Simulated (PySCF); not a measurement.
Si(H)(OMe) (CH4OSi), SMILES CO[SiH] (connectivity only; charge and spin as stated), neutral, multiplicity 1. The structure is a stationary point at r2SCAN-D4/def2-TZVP.

TDA-CAM-B3LYP/def2-SVPD (PySCF) puts the lowest singlet excitations at 3.39, 5.88, 5.96, 6.53, 6.87, 7.53 eV.

**Question.** What are the lowest excitation roots from PySCF 2.14.0 with ADC(2)/aug-cc-pVDZ? (Estimate from the structure and the level; the computed values follow.)

**Answer.** 3.45, 5.67, 5.81, 6.06, 6.17, 6.95 eV. S1 differs by 0.05 eV (second minus first; roots are paired by order, and the bases may differ).
